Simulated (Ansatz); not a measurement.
`[OH][Al]([SiH3])[Cl]` + CH₃OH → `C[O][Al]([OH])[Cl]` + SiH₄  (cleavage of the Al–Si bond)

Program: Ansatz. Geometries: PBE0-D4/def2-TZVP. ΔE: electronic, gas phase. CCSD(T)/CBS adds triple-zeta CCSD(T) − MP2 to the extrapolated MP2 energy (def2 sets, frozen cores). This one scheme is used for every species. Functionals use def2-TZVPP. One conformer a species, not always the lowest.

CCSD(T)/CBS gives -118.5 kJ/mol.

Q: Another level gave -117.4 kJ/mol. Which?
A. BHLYP/def2-TZVPP
B. PBE0-D4/def2-TZVPP
C. PBE/def2-TZVPP
D. ωB97X-V/def2-TZVPP

A: D. ωB97X-V -117.4, PBE0-D4 -102.6, BHLYP -128.0, PBE -96.1 kJ/mol.

Largest T1 diagnostic among the species: 0.012.

Leaving LDA and LC-ωPBE aside and taking each functional with its dispersion term where it has one, the values, not all of them listed here, spread over 30.6 kJ/mol, from BHLYP-D4 to PBE-D4. LDA lies −5.0 kJ/mol from PBE without D4. From PBE to PBE0 (25 % exact exchange), in def2-TZVPP and without D4, ΔE moves by −5.8 kJ/mol.
